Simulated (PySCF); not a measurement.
**EPR parameters of C9H9**

Compound: C9H9 (doublet state).
Cartesian coordinates in Å at the GFN2-xTB level; atoms count from 1:
```
atom  x, y, z in Å
C1    -2.103    2.083    0.301
C2    -1.603    0.998    0.205
C3    -1.022   -0.307    0.087
C4     0.431   -0.372   -0.043
C5     1.257    0.742   -0.063
C6     2.588    0.702   -0.184
C7     3.872    0.671   -0.302
C8    -1.867   -1.349   -0.642
C9    -1.735   -1.429    0.837
H10   -2.535    3.035    0.384
H11    0.868   -1.356   -0.129
H12    0.791    1.718    0.027
H13    4.533    0.613    0.554
H14    4.369    0.705   -1.264
H15   -1.343   -2.071   -1.250
H16   -2.806   -1.015   -1.057
H17   -1.118   -2.207    1.261
H18   -2.583   -1.154    1.446
```

The hyperfine couplings belong to this conformer and change with its torsions.

As a line formula: `C#CC1([CH]C=C=C)CC1` [radical].

Method: UKS B3LYP, pcH-1 on C H, non-relativistic, mean-field spin-orbit, GIAO in PySCF. Geometry: GFN2-xTB, one conformer, isolated molecule. The geometry wasn't refined by DFT: couplings that depend on bond lengths, twists or pyramidal angles can differ widely from those at the functional's own minimum. Stability of the SCF solution: not tested. ⟨S²⟩ is 0.774 where a pure state has 0.75.

```
g1, g2, g3                      : 2.00215, 2.00215, 2.00288
g_iso                           : 2.00240
Form of g                       : close to axial: the two nearest values differ by under 1 % of g3 − g1
⟨S²⟩                            : 0.7736 (exact 0.7500)
α and β electrons               : 32, 31
HOMO–LUMO gap, α and β orbitals : 5.00, 5.15 eV
Total energy                    : -348.20302 Eh
```

Isotropic coupling and dipolar principal values T1 to T3, in MHz; ρ(0) is the spin density at the nucleus:

| atom | isotope | a_iso | T1 | T2 | T3 | Mulliken spin population | ρ(0) (bohr⁻³) |
| --- | --- | --- | --- | --- | --- | --- | --- |
| C1 | 13C | -0.7 | -0.8 | -0.4 | 1.1 | -0.01 | -0.0007 |
| C2 | 13C | 1.2 | -0.5 | -0.2 | 0.7 | 0.01 | 0.0011 |
| C3 | 13C | -27.7 | -1.2 | -0.7 | 2.0 | -0.07 | -0.0246 |
| C4 | 13C | 61.5 | -53.6 | -52.6 | 106.2 | 0.67 | 0.0547 |
| C5 | 13C | -48.9 | -26.2 | 10.3 | 15.9 | -0.24 | -0.0435 |
| C6 | 13C | 48.0 | -50.4 | -38.1 | 88.5 | 0.56 | 0.0427 |
| C7 | 13C | -38.2 | -9.1 | 2.1 | 7.0 | -0.10 | -0.0340 |
| C8 | 13C | 32.7 | -5.8 | -5.7 | 11.4 | 0.05 | 0.0291 |
| C9 | 13C | 32.2 | -5.7 | -5.6 | 11.3 | 0.05 | 0.0286 |
| H10 | 1H | 0.6 | -0.5 | -0.4 | 0.8 | 0.00 | 0.0001 |
| H11 | 1H | -40.8 | -22.2 | -2.0 | 24.2 | -0.03 | -0.0091 |
| H12 | 1H | 15.3 | -5.0 | -0.9 | 5.9 | 0.01 | 0.0034 |
| H13 | 1H | 104.8 | -2.9 | -2.2 | 5.1 | 0.05 | 0.0234 |
| H14 | 1H | 104.7 | -2.9 | -2.2 | 5.1 | 0.05 | 0.0234 |
| H15 | 1H | -3.9 | -4.1 | -0.8 | 4.9 | 0.00 | -0.0009 |
| H16 | 1H | 6.8 | -3.2 | -1.2 | 4.3 | 0.00 | 0.0015 |
| H17 | 1H | -3.8 | -4.1 | -0.8 | 4.9 | 0.00 | -0.0009 |
| H18 | 1H | 6.7 | -3.2 | -1.2 | 4.3 | 0.00 | 0.0015 |

Largest spin populations (Mulliken): C4 (+0.67), C6 (+0.56), C5 (-0.24) and C7 (-0.10). The angles at C4 add up to 360.0°, so it is planar; its axial dipolar tensor and the negative coupling of its proton fit spin in a p orbital normal to that plane.

Axes: g3 points within 15° of the C4–H11 bond.

Under fast tumbling the dipolar parts average out, and these isotropic splittings remain: 2 × 1H (H13/H14, I = 1/2, 3 lines) with 3.74 mT, 1 × 1H (H11, I = 1/2, 2 lines) with 1.46 mT, 1 × 1H (H12, I = 1/2, 2 lines) with 0.55 mT, 2 × 1H (H16/H18, I = 1/2, 3 lines) with 0.24 mT and 2 × 1H (H15/H17, I = 1/2, 3 lines) with 0.14 mT.

The 13C coupling of C4 (61.5 MHz) shows only in satellite lines or after enrichment, since that isotope makes up about 1.07 % of natural carbon.

β density exceeds α density at some nuclei, such as C5 (-0.0435), C7 (-0.0340) and C3 (-0.0246), spin density in bohr⁻³. In a single determinant that takes different orbitals for the two spins, that is spin polarisation.
